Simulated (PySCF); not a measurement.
# From computed data to an observable: chemical shift, span and skew from a shielding tensor

C₄H₃Cl₂F, SMILES FC(/C=C\Cl)=C/Cl. Atoms are numbered in the order given.

```xyz
10

F     -1.5783    -0.4114     0.0000
C     -0.5176     0.3930     0.0000
C      0.7870    -0.2277     0.0000
C      1.1112    -1.5303     0.0000
Cl     0.0339    -2.8635     0.0000
C     -0.7616     1.7171     0.0000
Cl     0.4658     2.9141     0.0000
H      1.6225     0.4761     0.0000
H      2.1604    -1.8332     0.0000
H     -1.7873     2.0885     0.0000
```

Coordinates come from a PBE0-D3(BJ)/def2-SVP optimisation. The structure was generated by enumeration; whether it is a known compound was not checked. One conformer was computed; it need not be the lowest.

GIAO shieldings from PBE/pcSseg-1 run with PySCF, non-relativistic, no solvent. The symmetric part of the tensor of C4 has the principal values -33.6, 49.8, 121.5 ppm. The same nucleus in TMS has σ = 182.0 ppm at this level (PySCF, at its B3LYP-D3(BJ)/def2-TZVP geometry). Without spin–orbit terms, shifts of atoms bonded to Cl or Br come out too high.

Task: Work out the isotropic shielding, the ¹³C shift against TMS, the span and the skew.

Result: 
σ(iso) = (σ11 + σ22 + σ33)/3 = 45.9 ppm. δ = σ(ref) − σ(iso) = 182.0 − (45.9) = 136.1 ppm.
Span Ω = σ33 − σ11 = 155.1 ppm. Skew κ = 3(σ(iso) − σ22)/Ω = -0.08. Tumbling in solution averages the tensor to δ; in a static solid the shielding alone would spread this spin-1/2 line over Ω.
